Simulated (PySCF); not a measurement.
Isomers of C5H6FNO.

All values: PBE0/pcSseg-1 (PySCF) at GFN2-xTB geometries, gas phase, one conformer each.

(1) Rank by the lowest Hirshfeld charge on any atom, highest value first.
A. `[CH:1]#[C:2][C@H:3]([F:4])[C:5](=[O:6])[NH:7][CH3:8]` with C2–C3–C5–O6 -84°, C3–C5–N7–C8 180°
B. `[N:1]#[C:2][C@@:3]1([CH2:4][F:5])[CH2:6][CH2:7][O:8]1` with C2–C3–C4–F5 165°
C. `[N:1]#[C:2][CH2:3][C@@H:4]([CH:5]=[O:6])[CH2:7][F:8]` with C2–C3–C4–C5 173°, C3–C4–C5–O6 -8°, C3–C4–C7–F8 174°

(2) Rank by HOMO–LUMO gap, highest first.
A. `[N:1]#[C:2][CH2:3][C@@H:4]([CH:5]=[O:6])[CH2:7][F:8]` with C2–C3–C4–C5 173°, C3–C4–C5–O6 -8°, C3–C4–C7–F8 174°
B. `[N:1]#[C:2][C@@:3]1([CH2:4][F:5])[CH2:6][CH2:7][O:8]1` with C2–C3–C4–F5 165°
C. `[CH3:1][C@@H:2]([C:3]#[N:4])[C@@H:5]1[O:6][C@H:7]1[F:8]` with C1–C2–C5–O6 150°
D. `[CH:1]#[C:2][C@H:3]([F:4])[C:5](=[O:6])[NH:7][CH3:8]` with C2–C3–C5–O6 -84°, C3–C5–N7–C8 180°

(3) Rank by the highest Hirshfeld charge on any atom, lowest value first.
A. `[CH:1]#[C:2][C@H:3]([F:4])[C:5](=[O:6])[NH:7][CH3:8]` with C2–C3–C5–O6 -84°, C3–C5–N7–C8 180°
B. `[CH3:1][C@@H:2]([C:3]#[N:4])[C@@H:5]1[O:6][C@H:7]1[F:8]` with C1–C2–C5–O6 150°
C. `[N:1]#[C:2][CH2:3][C@@H:4]([CH:5]=[O:6])[CH2:7][F:8]` with C2–C3–C4–C5 173°, C3–C4–C5–O6 -8°, C3–C4–C7–F8 174°
D. `[N:1]#[C:2][C@@:3]1([CH2:4][F:5])[CH2:6][CH2:7][O:8]1` with C2–C3–C4–F5 165°

## Answers

(1) B (-0.206 e), C (-0.224 e), A (-0.285 e).

(2) C (9.37 eV), B (8.12 eV), D (7.38 eV), A (6.70 eV).

(3) D (+0.096 e), B (+0.111 e), C (+0.141 e), A (+0.164 e).

All values together:

```csv
SMILES,μ (D),HOMO (eV),LUMO (eV),lowest IAO charge (e),highest IAO charge (e),lowest Hirshfeld charge (e),highest Hirshfeld charge (e)
N#CC[C@@H](C=O)CF,1.87,-8.13,-1.42,-0.376 (O),+0.264 (C),-0.224 (N),+0.141 (C)
C[C@@H](C#N)[C@@H]1O[C@H]1F,4.35,-8.98,0.38,-0.411 (C),+0.337 (C),-0.222 (N),+0.111 (C)
N#C[C@@]1(CF)CCO1,2.89,-8.24,-0.12,-0.406 (O),+0.183 (C),-0.206 (N),+0.096 (C)
C#C[C@H](F)C(=O)NC,2.59,-7.60,-0.22,-0.496 (O),+0.422 (C),-0.285 (O),+0.164 (C)
```

Conformers: `[N:1]#[C:2][CH2:3][C@@H:4]([CH:5]=[O:6])[CH2:7][F:8]` with C2–C3–C4–C5 173°, C3–C4–C5–O6 -8°, C3–C4–C7–F8 174°; `[CH3:1][C@@H:2]([C:3]#[N:4])[C@@H:5]1[O:6][C@H:7]1[F:8]` with C1–C2–C5–O6 150°; `[N:1]#[C:2][C@@:3]1([CH2:4][F:5])[CH2:6][CH2:7][O:8]1` with C2–C3–C4–F5 165°; `[CH:1]#[C:2][C@H:3]([F:4])[C:5](=[O:6])[NH:7][CH3:8]` with C2–C3–C5–O6 -84°, C3–C5–N7–C8 180°.
